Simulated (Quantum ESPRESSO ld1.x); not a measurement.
Problem. The mean radii <r> (bohr) of the occupied orbitals of an atom or ion are listed with their occupations. Method: Dirac Kohn-Sham, Engel-Vosko exchange with Perdew-Wang LDA correlation, spin-unpolarised, spherical densities, point nucleus; computed with ld1.x of Quantum ESPRESSO 7.5.

| orbital | occ. | <r> |
|---|---|---|
| 1s1/2 | 2 | 0.5750 |

Name the element and its charge. Open shells, if any, fill j = l - 1/2 first.

Solution. Z = 3, lithium, charge +1: Li+ in [He]. The 1s radius gives Z: for a bare nucleus <r> = (2 gamma + 1)/(2Z) with gamma = sqrt(1 - (Z/c)^2), 0.4999 bohr for Z = 3, and screening makes it slightly larger (0.5750 here). The occupations add up to 2, and the charge is Z minus that.
